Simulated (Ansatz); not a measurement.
Ga₉As₉H₂₈, a nanocrystal cut from zinc blende GaAs (hydrogen-capped). Charge 0, multiplicity 3. Geometry PBE-D4/def2-SVP, that of the neutral singlet; atoms count from 1.

Cartesian coordinates in Å:
```
Ga -4.5548 0.9075 -0.8310
Ga 0.8258 -1.0850 -4.7979
Ga 3.8528 0.2510 -1.7226
Ga -0.3685 0.5050 -0.7973
Ga -2.3969 -2.4103 0.8316
Ga 1.6608 -2.5232 0.0931
Ga 0.1192 -0.1549 3.1743
Ga -4.2964 0.5913 3.2686
Ga 4.3766 0.5589 2.1597
As -0.7692 -0.8315 -2.8712
As -2.2682 2.0780 -0.7427
As -4.1075 -0.5933 1.0872
As 1.7652 1.6454 -1.4272
As 3.0453 -1.1976 -3.6100
As 3.6911 -1.0314 0.3429
As -1.8561 1.3117 3.5290
As 2.0809 1.3558 2.8813
As -0.2158 -1.1342 0.9603
H -5.6251 2.0280 -0.5373
H -4.3869 0.1823 -2.2305
H 0.8462 0.3484 -5.4610
H 0.5563 -2.4529 -5.5217
H 5.0714 1.1474 -2.1602
H -2.4852 -2.9799 -0.6484
H -2.4303 -3.3260 2.1185
H 1.4306 -2.5486 -1.4910
H 1.8798 -3.8350 0.9370
H 0.3575 -1.1679 4.3543
H -5.0920 1.9496 3.1306
H -4.4593 -0.4356 4.4568
H 5.0948 1.8018 1.4975
H 4.9054 -0.2483 3.4063
H -2.0662 -0.2768 -3.4561
H -1.3264 -2.1483 -2.3474
H -1.9918 3.0857 -1.8572
H -2.0045 3.0152 0.4320
H -5.4204 -1.3809 1.0977
H 1.4776 2.5261 -2.6404
H 2.0414 2.7627 -0.4276
H 4.0708 -0.9701 -4.7196
H 3.4275 -2.6308 -3.2784
H 4.9199 -1.9296 0.1890
H -1.5614 2.5433 2.6737
H -1.6475 1.9987 4.8777
H 1.5943 2.4679 1.9538
H 2.2390 2.2306 4.1237
```

Single mean-field runs in def2-TZVP are fitted with def2-universal-jkfit. At PBE0-D4/def2-TZVP a singlet of charge 0 lies 4.37 eV below the triplet at the same geometry.

Q: Estimate the Mulliken populations of the heavy atoms from the PBE0/def2-TZVP orbitals of Ansatz.

A: 
```csv
atom,charge (e),spin (α − β)
Ga1,0.20,0.01
Ga2,0.23,0.00
Ga3,0.31,0.04
Ga4,0.21,0.27
Ga5,0.16,0.22
Ga6,0.24,0.03
Ga7,0.34,-0.01
Ga8,0.22,0.00
Ga9,0.23,-0.01
As10,-0.25,0.00
As11,-0.22,0.03
As12,-0.40,0.04
As13,-0.23,0.16
As14,-0.28,0.00
As15,-0.36,0.15
As16,-0.27,0.02
As17,-0.26,0.12
As18,-0.26,0.51
```
Mulliken values depend strongly on the basis.

Q: Where does the spin sit?

A: Summed by element: Ga 0.56, As 1.02, H 0.42, of 2 unpaired in all. Largest on single atoms: As18 0.51, Ga4 0.27, Ga5 0.22.

Q: And the Mayer bond orders between heavy atoms (over 0.3)?

A: Ga1–As11 0.57 (2.57 Å); Ga1–As12 0.76 (2.48 Å); Ga2–As10 0.65 (2.51 Å); Ga2–As14 0.66 (2.52 Å); Ga3–As13 0.67 (2.53 Å); Ga3–As14 0.68 (2.51 Å); Ga3–As15 0.84 (2.44 Å); Ga4–As10 0.70 (2.50 Å); Ga4–As11 0.76 (2.47 Å); Ga4–As13 0.74 (2.50 Å); Ga4–As18 0.71 (2.41 Å); Ga5–As12 0.71 (2.51 Å); Ga5–As18 0.48 (2.53 Å); Ga6–As15 0.64 (2.53 Å); Ga6–As18 0.67 (2.49 Å); Ga7–As16 0.72 (2.49 Å); Ga7–As17 0.69 (2.49 Å); Ga7–As18 0.76 (2.44 Å); Ga8–As12 0.74 (2.49 Å); Ga8–As16 0.57 (2.56 Å); Ga9–As15 0.69 (2.51 Å); Ga9–As17 0.61 (2.53 Å).
